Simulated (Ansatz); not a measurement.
Reaction (formal exchange of groups at the Si–O bond): `[F][Ti]([F])([F])[O][SiH3]` + `C#CC=C` → `C#C/C=C\[SiH3]` + `[OH][Ti]([F])([F])[F]`

Isolated molecules relaxed with PBE0-D4/def2-TZVP in Ansatz; ΔE leaves out vibrations. CBS: MP2 limit from def2 TZ/QZ plus the TZ coupled-cluster correction, frozen cores. DFT in def2-TZVPP. B3LYP here is the variant with VWN-RPA as its local correlation; programs differ in this. For Ti outer-core shells are correlated without core-valence functions, which leaves a few kJ/mol of doubt a bond. Scalar relativity is left out up to krypton. One conformer a species, not always the lowest.

`[F][Ti]([F])([F])[O][SiH3]`:

```xyz
9

F    -0.528    0.687    2.663
Ti    0.632    0.756    1.355
F     0.985    2.426    0.973
F     2.105   -0.059    1.835
O    -0.038   -0.038   -0.064
Si   -0.657   -0.784   -1.405
H     0.225   -1.921   -1.760
H    -0.703    0.201   -2.512
H    -2.021   -1.268   -1.087
```

`C#CC=C`:

Cartesian coordinates in Å:
```
C -0.725 1.426 -1.389
C -0.266 0.785 -0.480
C 0.282 0.061 0.609
C 0.373 -1.267 0.656
H -1.132 1.986 -2.196
H 0.642 0.657 1.444
H 0.803 -1.762 1.518
H 0.023 -1.887 -0.161
```

`C#C/C=C\[SiH3]`:

```xyz
11

C    -1.501    1.964   -0.293
C    -0.391    1.521   -0.154
C     0.915    0.996    0.010
C     1.172   -0.314    0.135
Si   -0.148   -1.635    0.112
H    -2.484    2.354   -0.417
H     1.722    1.726    0.031
H     2.213   -0.603    0.256
H    -1.124   -1.424    1.213
H    -0.879   -1.626   -1.183
H     0.503   -2.959    0.289
```

`[OH][Ti]([F])([F])[F]`:

Z-matrix (Å, degrees):
```
Ti
F 1 1.749
F 1 1.750 2 110.1
O 1 1.762 2 109.1 3 120.6
F 1 1.750 2 110.1 3 -118.8
H 4 0.957 1 142.9 2 179.3
```

```json
{"level": "PBE-D4", "ΔE (kJ/mol)": "99.2", "difference from CCSD(T)/CBS": "-16.6"}
{"level": "r2SCAN-D4", "ΔE (kJ/mol)": "110.7", "difference from CCSD(T)/CBS": "-5.1"}
{"level": "PBE0-D4", "ΔE (kJ/mol)": "105.1", "difference from CCSD(T)/CBS": "-10.7"}
{"level": "B3LYP-D4", "ΔE (kJ/mol)": "115.4", "difference from CCSD(T)/CBS": "-0.4"}
{"level": "ωB97X-V", "ΔE (kJ/mol)": "112.6", "difference from CCSD(T)/CBS": "-3.2"}
{"level": "ωB97M-V", "ΔE (kJ/mol)": "111.6", "difference from CCSD(T)/CBS": "-4.2"}
{"level": "B2PLYP", "ΔE (kJ/mol)": "120.5", "difference from CCSD(T)/CBS": "4.7"}
{"level": "PBE", "ΔE (kJ/mol)": "102.1", "difference from CCSD(T)/CBS": "-13.7"}
{"level": "r2SCAN", "ΔE (kJ/mol)": "111.4", "difference from CCSD(T)/CBS": "-4.4"}
{"level": "PBE0", "ΔE (kJ/mol)": "107.5", "difference from CCSD(T)/CBS": "-8.3"}
{"level": "B3LYP", "ΔE (kJ/mol)": "120.1", "difference from CCSD(T)/CBS": "4.3"}
{"level": "HF/def2-TZVPP", "ΔE (kJ/mol)": "140.5", "difference from CCSD(T)/CBS": "24.7"}
{"level": "MP2/def2-TZVPP", "ΔE (kJ/mol)": "116.6", "difference from CCSD(T)/CBS": "0.8"}
{"level": "SCS-MP2/def2-TZVPP", "ΔE (kJ/mol)": "121.5", "difference from CCSD(T)/CBS": "5.7"}
{"level": "CCSD/def2-TZVPP", "ΔE (kJ/mol)": "121.0", "difference from CCSD(T)/CBS": "5.2"}
{"level": "CCSD(T)/def2-TZVPP", "ΔE (kJ/mol)": "117.5", "difference from CCSD(T)/CBS": "1.7"}
{"level": "HF/def2-QZVPP", "ΔE (kJ/mol)": "142.4", "difference from CCSD(T)/CBS": "26.6"}
{"level": "MP2/def2-QZVPP", "ΔE (kJ/mol)": "116.2", "difference from CCSD(T)/CBS": "0.4"}
{"level": "SCS-MP2/def2-QZVPP", "ΔE (kJ/mol)": "121.1", "difference from CCSD(T)/CBS": "5.3"}
{"level": "HF/CBS(def2)", "ΔE (kJ/mol)": "142.7", "difference from CCSD(T)/CBS": "26.9"}
{"level": "MP2/CBS(def2)", "ΔE (kJ/mol)": "114.8", "difference from CCSD(T)/CBS": "-1.0"}
{"level": "CCSD/CBS(def2)", "ΔE (kJ/mol)": "119.3", "difference from CCSD(T)/CBS": "3.5"}
{"level": "CCSD(T)/CBS", "ΔE (kJ/mol)": "115.8", "difference from CCSD(T)/CBS": "0"}
```

Largest T1 diagnostic among the species: 0.023, so the coupled-cluster value is less sure than usual.

From PBE to PBE0 (25 % exact exchange), in def2-TZVPP and without D4, ΔE moves by +5.5 kJ/mol. The D4 term adds −4.7 kJ/mol with B3LYP and −2.5 kJ/mol with PBE0; it sums over pairs of atoms, weighted by their polarisabilities, and B3LYP, whose exchange is more repulsive, gets the larger term.

CCSD(T)/CBS has its own doubt, a few kJ/mol and more with outer-core shells, so smaller differences from it don't rank the levels.
